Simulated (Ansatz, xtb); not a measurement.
## Relative energy of two isomers of AlCl2H3O4Si

Structure X: `[OH][Al]([Cl])[O][Si](O)(O)Cl`, a singlet. Structure Y: `[OH][Al]([OH])[O][Si](O)(Cl)Cl`, a singlet. Both are isolated molecules in the gas phase, relaxed with PBE0-D4/def2-SVP, each in the lowest conformer that the search found.

Task: Which of the two would you expect CCSD(T)/def2-SVP + ΔMP2/def2-TZVPP electronic energies to favour?

Result: Structure X; the calculation gives E(Y) − E(X) = +0.403 eV.

The same difference at several levels:

```csv
level,geometry,E(Y) − E(X) (eV),departure from the last row (eV),"job, with rough time for the two"
PBE0-D4/def2-SVP,PBE0-D4/def2-SVP,+0.342,−0.061,"optimisation, 4.1 min"
HF/def2-SVP,PBE0-D4/def2-SVP,+0.498,+0.095,part of the CCSD(T) run
MP2/def2-SVP,PBE0-D4/def2-SVP,+0.358,−0.046,part of the CCSD(T) run
CCSD(T)/def2-SVP,PBE0-D4/def2-SVP,+0.379,−0.024,single point
CCSD(T)/def2-SVP + ΔMP2/def2-TZVPP,PBE0-D4/def2-SVP,+0.403,,"single point, 61 s"
```

As drawn, Y has 1 Al–O, 1 Cl–Si in place of 1 Al–Cl, 1 O–Si.

The levels shown agree on the order. The largest departure from CCSD(T)/def2-SVP + ΔMP2/def2-TZVPP is that of HF/def2-SVP, 0.095 eV. A small imaginary or near-zero mode remains, so no thermal terms are given. Levels run at GFN2-xTB geometries aren't shown. The last row adds to CCSD(T) the change of the MP2 difference between the two basis sets, here +0.024 eV.

The correlated steps freeze 24 core orbitals. Run with Ansatz 0.2.0, xtb 6.7.1; the last row on 2 threads of Intel(R) Xeon(R) 6975P-C (Granite Rapids) on a shared host.
